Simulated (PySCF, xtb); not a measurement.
C3H8O2Si, SMILES COC[SiH2]C=O.

GFN2-xTB in xtb at its own geometry gives an orbital gap of 2.49 eV and a dipole moment of 3.52 D.

Coordinates come from a B3LYP-D3(BJ)/def2-SVP optimisation. This is a generated structure with no PubChem entry under its InChIKey; it may be hypothetical. Other conformers were not sampled.

**Question.** What does CAM-B3LYP/def2-TZVP in PySCF give? (The exact figures need the calculation; the answer reports its results.)

**Answer.** gap 7.98 eV (levels -8.27 and -0.29 eV), dipole 3.92 D.
